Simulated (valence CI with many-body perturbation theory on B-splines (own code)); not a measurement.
Ce26+: input, log and results

Computed by configuration interaction combined with many-body perturbation theory (CI+MBPT): four valence electrons over a frozen Dirac-Fock core [Ar] 3d10, radial functions for each j: 11 s, 11 p, 9 d, 7 f, 5 g, 2 h, 1 i, with the one-electron correlation potential Σ1 (screened to all orders), the two-electron term Σ2, the three-electron term Σ3, Breit, model QED; selected single and double excitations, second order for the rest (own B-spline code, finite nucleus).

Command, and the settings that its task file holds:

```sh
python run_cv.py task.json out
```

```
atom Ce  Z=58  mass_number=140  rms_radius_fm=4.8771
core [Ar] 3d10
valence 4s2 4p2
avg = 1
basis = L
breit = 1
cap = 40000
capref = 1200
cscale = 1
de = 0.0
dress = 0
eps = 2e-08
h = 0.27
hh = 1
l2 = 3
lcore = 6
maxit = 60
n2 = 5
natural = 1
nlev = 60
nno = [7, 7, 6, 5, 4, 2, 1]
nroot = 26
nsp = [4, 4, 3, 2, 1, 0, 0]
pt2 = 1
qed = 1
rpa = 1
s1 = 1
s2 = 1
s3 = 1
screen = 1
tol = 2e-05
```

Roughly how long does this run take on one core of Arm Neoverse V1, and how much memory?

3.8 min on 1 thread of Arm Neoverse V1, on a shared host, peak memory 1.1 GiB.

Log. The first blocks belong to the next ion, which gives the ionisation energy. Fields: 2J, parity (1 odd), roots, reference size, generating configurations, candidates as configurations/state functions, variational space P, stored matrix elements, Davidson steps; e2 is the range of second-order energies in hartree. The first line gives the box (bohr), its intervals, the orbitals and the steps of their self-consistent field. Window is the range of levels sought, series limit the energy at which the first omitted orbital would enter, core excitation an estimate of the first excitation out of the core, left out the lowest levels not solved, and shifts from estimates the range by which levels moved from their first estimate, all in cm⁻¹.

```
rmax 5.5 intervals 59 orbitals 81 references ['4s2 4p2', '4s 4p3', '4s2 4p 4d', '4p4', '4s 4p2 4d'] scf 4 t 1.2
2J=1 par=1 roots 2 ref 23 generators 7 cand 5273/8002 P 1772/2687 nnz 1.2e+06 it 5
2J=1 par=1 roots 2 ref 23 generators 13 cand 7119/10717 P 2569/3951 nnz 2.3e+06 it 5
   second order: generators 21 cand 7421/11231 e2 -0.00002 -0.00001
reference levels 724, estimated 181, window 1817734 1/cm; series limit 5108070, core excitation 6259615
2J=0 par=0 roots 8 ref 39 generators 19 cand 22446/42820 P 5101/8000 nnz 4.6e+06 it 9
2J=0 par=0 roots 8 ref 39 generators 30 cand 26002/53804 P 9876/16577 nnz 1.6e+07 it 8
   second order: generators 39 cand 24028/51813 e2 -0.00006 -0.00001
2J=2 par=0 roots 12 ref 80 generators 21 cand 31772/152821 P 2343/8000 nnz 6.1e+06 it 9
2J=2 par=0 roots 12 ref 80 generators 30 cand 31659/157034 P 9784/38545 nnz 9.8e+07 it 10
   second order: generators 45 cand 34746/193116 e2 -0.00010 -0.00001
2J=4 par=0 roots 16 ref 114 generators 31 cand 33958/224842 P 2241/7999 nnz 6e+06 it 9
2J=4 par=0 roots 16 ref 114 generators 41 cand 33896/234089 P 9315/40000 nnz 1e+08 it 9
   second order: generators 56 cand 35315/270252 e2 -0.00059 -0.00006
2J=4 par=1 roots 9 ref 58 generators 23 cand 31018/186247 P 2239/8000 nnz 6.3e+06 it 5
2J=4 par=1 roots 9 ref 58 generators 33 cand 33835/233757 P 9109/39165 nnz 1e+08 it 7
   second order: generators 55 cand 35244/278309 e2 -0.00023 -0.00003
2J=2 par=1 roots 8 ref 46 generators 23 cand 30405/140968 P 2852/7997 nnz 5.9e+06 it 5
2J=2 par=1 roots 8 ref 46 generators 34 cand 29933/147758 P 9187/31344 nnz 6.3e+07 it 7
   second order: generators 53 cand 38304/215764 e2 -0.00017 -0.00003
2J=6 par=1 roots 5 ref 53 generators 22 cand 32757/236445 P 2387/7993 nnz 5.8e+06 it 6
2J=6 par=1 roots 5 ref 53 generators 31 cand 34008/270059 P 8697/38236 nnz 9.4e+07 it 7
   second order: generators 48 cand 34656/292722 e2 -0.00030 -0.00006
2J=0 par=1 roots 3 ref 17 generators 14 cand 21706/41512 P 4490/7206 nnz 4.3e+06 it 4
2J=0 par=1 roots 3 ref 17 generators 22 cand 25172/50810 P 6848/11212 nnz 8.4e+06 it 5
   second order: generators 29 cand 26846/56606 e2 -0.00008 -0.00002
2J=8 par=1 roots 2 ref 37 generators 13 cand 28764/189301 P 1863/8000 nnz 7.2e+06 it 5
2J=8 par=1 roots 2 ref 37 generators 19 cand 30513/229045 P 5338/25684 nnz 5.5e+07 it 6
   second order: generators 28 cand 32776/284409 e2 -0.00025 -0.00008
2J=6 par=0 roots 10 ref 99 generators 17 cand 29874/211646 P 1859/7998 nnz 6.4e+06 it 8
2J=6 par=0 roots 10 ref 99 generators 33 cand 34382/269805 P 7863/40000 nnz 1e+08 it 8
   second order: generators 45 cand 33982/283161 e2 -0.00058 -0.00013
2J=8 par=0 roots 6 ref 82 generators 17 cand 27387/184498 P 2171/8000 nnz 6.6e+06 it 5
2J=8 par=0 roots 6 ref 82 generators 31 cand 33126/267063 P 8260/39987 nnz 1.1e+08 it 7
   second order: generators 42 cand 33881/299030 e2 -0.00024 -0.00008
2J=10 par=0 roots 3 ref 47 generators 7 cand 19517/139761 P 2117/7976 nnz 7.9e+06 it 5
2J=10 par=0 roots 3 ref 47 generators 21 cand 33334/261873 P 5319/25678 nnz 6.3e+07 it 7
   second order: generators 29 cand 38439/328579 e2 -0.00014 -0.00009
left out: unestimated 2627808, estimated 1960009, shifts from estimates -18 to 89
operators 2.8
```

The Davidson iterations converged.

The last digits are not significant, and no measured levels were compared; by estimate large intervals hold to a few tenths of a per cent, small ones and those within an open d or f shell to about a per cent.

* Valence energy: -149.166 hartree
* Ionisation energy: 926.07 eV (NIST: 924 ± 4 eV (theoretical))
* Reference configurations for the orbitals: 4s2 4p2, 4s 4p3, 4s2 4p 4d, 4p4, 4s 4p2 4d
* Radial orbitals: 81
* Box radius: 5.531 bohr
* Largest variational space: 40000
* Lowest levels: (4s^2 4p1/2^2) J=0 0, (4s^2 4p1/2 4p3/2) J=1 178650, (4s^2 4p1/2 4p3/2) J=2 201550, (4s^2 4p3/2^2) J=2 397580, (4s^2 4p3/2^2) J=0 450260, (4s 4p1/2^2 4p3/2) J=2 643580, (4s 4p1/2^2 4p3/2) J=1 724640, (4s 4p1/2 4p3/2^2) J=2 [a] 812580, (4s 4p1/2 4p3/2^2) J=3 855280, (4s 4p1/2 4p3/2^2) J=0 902330, (4s 4p1/2 4p3/2^2) J=2 [b] 918610, (4s 4p1/2 4p3/2^2) J=1 [a] 922920, (4s 4p1/2 4p3/2^2) J=1 [b] 967060, (4s^2 4p1/2 4d3/2) J=2 998750 cm⁻¹

Levels are named by their leading jj configuration (3d3/2^4 stands for four electrons in 3d with j = 3/2), which in mixed levels can hold well under half, so a name can repeat and another be missing. Letters in brackets count levels of one name in rising energy.
